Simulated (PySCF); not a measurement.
# First hyperpolarisability: `InChI=1S/C7H9NO/c1-2-7-3-5-8(9)6-4-7/h3-6H,2H2,1H3`

Geometry (Å), atoms numbered from 1 in this order:
```xyz
18

C    -2.375    0.510   -0.586
C    -1.611   -0.511    0.256
C    -0.139   -0.222    0.326
C     0.411    0.610    1.308
C     1.759    0.909    1.331
N     2.623    0.409    0.394
O     3.842    0.687    0.425
C     2.107   -0.410   -0.575
C     0.762   -0.723   -0.619
H    -3.449    0.273   -0.619
H    -1.999    0.530   -1.620
H    -2.262    1.525   -0.175
H    -2.026   -0.531    1.277
H    -1.764   -1.520   -0.159
H    -0.223    1.041    2.087
H     2.243    1.545    2.072
H     2.854   -0.773   -1.279
H     0.417   -1.383   -1.419
```

Method used: quadratic response CAM-B3LYP/aug-cc-pVDZ first hyperpolarisability, Taylor convention, gas phase (PySCF 2.14.0). Geometry: PBE0-D3(BJ)/def2-SVP.

Q: Give β for the processes computed.

A: In au, Taylor convention; the vector part is βᵢ = ⅓ Σⱼ (βᵢⱼⱼ + βⱼᵢⱼ + βⱼⱼᵢ); β∥ is 3/5 of the vector part along the dipole, the dipole points from − to +:
| process | λ (nm) | β vector norm | β∥ | β HRS | depolarisation ratio |
| --- | --- | --- | --- | --- | --- |
| static β(0;0,0) | ∞ | 334.4 | -200.4 | 130.6 | 6.26 |
| second harmonic β(−2ω;ω,ω) | 1907 | 359.0 | -215.1 | 140.0 | 6.31 |
| Pockels β(−ω;ω,0) | 1907 | 342.2 | -205.1 | – | – |
| second harmonic β(−2ω;ω,ω) | 1064 | 429.1 | -257.1 | 166.4 | 6.47 |
| Pockels β(−ω;ω,0) | 1064 | 360.9 | -216.3 | – | – |

Q: Which lowest excitations, dipole and polarisabilities go with it?

A: S1 4.32 eV (f = 0.020); S2 4.51 eV (f = 0.000); S3 4.67 eV (f = 0.285); dipole 4.93 D; isotropic α 100.9 au static, 101.3 au at 1907 nm, 102.5 au at 1064 nm, 102.9 au at 953.5 nm, 108.2 au at 532 nm.
